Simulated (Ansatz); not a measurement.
Two members of one family (Same ligands, another metal), computed with Ansatz in the gas phase; def2 core potentials for Hf, Mo, no spin–orbit coupling. The two geometries come from different levels. HOMO and LUMO are taken over both spins. Binding counts from free atoms in the multiplicity of their measured ground term, without zero-point energy. Singlets are spin-restricted. The spins of the ions were chosen, not always searched. A dash marks a value that wasn't run or was left out as unsound. The structures are stationary points that may keep the symmetry of their start. Remarks come from the PBE and PBE0 runs and from stability tests at other levels; not every state was tested. A HOMO above zero means that the electron is unbound at that level and held by the basis, or that self-interaction error raises the level; the energy of removing that electron tells which. HOMO above LUMO (over both spins in singlets and doublets, within one spin in higher multiplets; at PBE or PBE0), or a gap under 0.15 eV within one spin, warns that the state may not be the lowest or that an electron is smeared out.

First: MoH4 (triplet, charge 0, r2SCAN-D4/def2-TZVP geometry; oxidised ion doublet, reduced ion quartet).

```csv
atom,x (Å),y (Å),z (Å)
Mo1,0.0002,-0.0001,0.0001
H2,-0.6120,-1.5740,-0.0349
H3,-1.1952,1.0575,0.5531
H4,0.4759,0.4533,-1.5551
H5,1.3310,0.0632,1.0368
```

```csv
level,HOMO (eV),LUMO (eV),gap (eV),vertical IE (eV),vertical EA (eV),binding per atom (eV)
PBE-D4/def2-TZVP,-5.59,-3.45,2.14,9.32,–,2.12
r2SCAN-D4/def2-TZVP,-6.13,-2.97,3.16,9.51,–,2.05
r2SCAN-D4/def2-TZVPD,-6.14,-3.00,3.15,–,0.53,2.05
PBE0-D4/def2-TZVPD,-7.30,-2.24,5.06,–,0.64,2.00
HSE06-D4/def2-TZVP,-6.88,-2.59,4.29,–,–,2.00
```

Metal–donor distances: 4 × H 1.69 Å. Remarks: HOMO above LUMO (singlet), restricted SCF unstable in HF (singlet), HOMO above zero (-1 quartet), gap within one spin near zero at PBE or PBE0 (-1 quartet).

Second: HfH4 (singlet, charge 0, B3LYP-D4/def2-TZVP geometry).

```xyz
5

Hf    0.000    0.000    0.000
H     0.676   -1.718   -0.053
H     1.072    1.116   -1.009
H    -0.033    0.593    1.749
H    -1.715    0.009   -0.687
```

Q: Estimate the same table for the second.

A: 
```
               level  HOMO (eV)  LUMO (eV)  gap (eV)  vertical IE (eV)  vertical EA (eV)  binding per atom (eV)
    PBE-D4/def2-TZVP      -7.12      -3.07      4.05             10.30                 –                   2.50
 r2SCAN-D4/def2-TZVP      -7.48      -2.81      4.67             10.50                 –                   2.55
r2SCAN-D4/def2-TZVPD      -7.45      -2.78      4.67                 –              0.25                   2.56
  PBE0-D4/def2-TZVPD      -8.43      -2.03      6.40                 –              0.31                   2.50
  HSE06-D4/def2-TZVP      -8.04      -2.43      5.61                 –                 –                   2.49
```

Metal–donor distances: 4 × H 1.85 Å. Remarks: gap within one spin near zero at PBE or PBE0 (+1 doublet), HOMO above zero (-1 doublet).
